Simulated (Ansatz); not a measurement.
Born–Oppenheimer molecular dynamics of BBrCl2H2 (6 atoms, charge 0, multiplicity 1). It starts at the highest image of a converged band, a first-order saddle point between two minima.

These are results of Ansatz, RKS PBE/def2-SVP, not measurements.

| Property | Result |
| --- | --- |
| ensemble | NVE (velocity Verlet) |
| time step | 0.5 fs |
| steps asked | 200 |
| starting velocities drawn for | 100 K |
| seed | 8925 |

First frame:

```xyz
6
Properties=species:S:1:pos:R:3
B 0.015 -0.241 0.071
H 0.012 0.193 1.306
Cl 1.551 0.180 -0.704
Cl -1.547 0.110 -0.687
Br 0.069 -2.451 0.731
H 0.037 -0.877 1.402
```

Q: How far do the bonds stretch over the last three quarters of this one trajectory? (Pairs bonded in most of those frames.)

A: 
| bond | mean (Å) | spread (Å) | shortest | longest |
| --- | --- | --- | --- | --- |
| B1–H2 | 1.214 | 0.018 | 1.18 | 1.25 |
| B1–Cl3 | 1.763 | 0.019 | 1.73 | 1.79 |
| B1–Cl4 | 1.763 | 0.017 | 1.74 | 1.79 |
| Br5–H6 | 1.451 | 0.034 | 1.40 | 1.50 |

Mean temperature of the second half: 1105 K. The conserved energy stayed within 0.054 meV per atom of its start (net change 0.0015 meV per atom), so the integration is sound. The system heated up, since it started high on the potential surface and ran downhill. A run of 0.1 ps of so small a system gives no equilibrium averages. The orbitals stay closed-shell, which can raise the energy where a bond breaks towards radicals; this wasn't checked here.

The run took 4 min on 2 threads of Arm Neoverse V2, on a shared host, peak memory 0.13 GiB.
